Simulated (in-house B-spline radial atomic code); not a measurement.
**Ionising the platinum ion Pt⁶⁺ with different functionals**

Computed with an all-electron radial atomic-structure program (B-spline basis): scalar-relativistic (spin-free X2C) Hamiltonian, Fermi nucleus of rms radius 5.427 fm, spin-polarised at highest spin, spherical fractional occupations for the functionals, and exact exchange of hybrids averaged over the configuration. The ionisation energy is the difference of two self-consistent energies, [Xe] 4f14 5d4 → [Xe] 4f14 5d3, without Breit or QED terms; ε is the level of the shell that loses the electron (its least bound occupied spin orbital). There is no spin-orbit coupling in this Hamiltonian.

```
   method                    rung  ΔSCF (eV)  -ε(5d) (eV)
     PBE0           global hybrid      92.96        87.10
    B3LYP           global hybrid      92.82        86.49
    TPSSh           global hybrid      92.89        85.74
   M06-2X           global hybrid      92.50        89.01
BHandHLYP           global hybrid      92.76        89.04
  r2SCAN0           global hybrid      93.23        87.43
    B97-1           global hybrid      92.75        86.53
    HSE06  range-separated hybrid      92.91        86.64
    wB97X  range-separated hybrid      92.51        89.34
CAM-B3LYP  range-separated hybrid      92.77        88.39
  LC-wPBE  range-separated hybrid      92.82        89.90
```

Problem. Among the functionals, which spreads more, the ΔSCF values or the orbital energies?

Solution. The orbital energies: ΔSCF values span about 0.73 eV and the orbital energies 4.15 eV; here energy differences depend much less on the functional than eigenvalues do.

Problem. How do they compare with the NIST value?

Solution. NIST lists 91 eV ± 2 (tabulated theory, ground level to ground level). Errors run from +1.50 to +2.23 eV; all lie within about twice that uncertainty, so the table can't rank the methods.
